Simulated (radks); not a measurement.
Excited configurations of F I: one electron is placed in a higher orbital outside [He] 2s2 2p4. The ground configuration is [He] 2s2 2p5. Method: scalar-relativistic Kohn-Sham, LDA (Slater exchange, Perdew-Wang correlation), spin-polarised, spherical densities, finite nucleus; open shells are filled with parallel spins first; Fermi nuclear charge, rms radius 2.8976 fm; computed with a radial shooting solver on a logarithmic mesh with Libxc functionals. Excitation = E - E(ground); binding = E(ion) - E, where the ion is the core of charge +1; n* = 1/sqrt(2 binding) in atomic units, and the quantum defect is n - n*.

outer orbital  excitation (eV)  binding (eV)     n*  quantum defect  <r> (bohr)
3s                      13.129         4.919  1.663           1.337       4.374
4s                      15.973         2.075  2.560           1.440       10.42
5p                      17.117         0.931  3.822           1.178       22.97
5f                      17.416         0.632  4.638           0.362       29.69
6p                      17.426         0.622  4.676           1.324       35.55
7s                      17.538         0.511  5.161           1.839       44.80
7p                      17.603         0.446  5.526           1.474       50.83
7d                      17.697         0.352  6.221           0.779       63.28
7f                      17.707         0.341  6.314           0.686       62.46

The Delta-SCF ionisation energy is 18.048 eV (NIST Atomic Spectra Database: 17.423 eV, measured). Self-interaction in the functional shifts the binding energies and quantum defects, so they are the method's values and not measured ones. Open shells are spherical and high-spin; term and fine-structure splittings are not resolved.
